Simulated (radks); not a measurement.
Results of a calculation; reference values are marked as such.
Q: The nickel ion Ni21+, configuration [He] 2s2 2p2 7f1 (not the ground configuration). Level of theory: scalar-relativistic Kohn-Sham, PBE, spin-unpolarised, spherical densities, point nucleus (a radial shooting solver on a logarithmic mesh with Libxc functionals). Some entries of the table are withheld. Estimate them.

orbital  occ.  eigenvalue (Ry)  r(max) (bohr)
1s          2        -697.2157            (1)
2s          2              (2)            (3)
2p          2              (4)            (5)
7f          1         -9.77945            (6)

A: 
(1) 1s r(max) (bohr): 0.03535
(2) 2s eigenvalue (Ry): -148.8088
(3) 2s r(max) (bohr): 0.1961
(4) 2p eigenvalue (Ry): -141.6866
(5) 2p r(max) (bohr): 0.1554
(6) 7f r(max) (bohr): 3.403
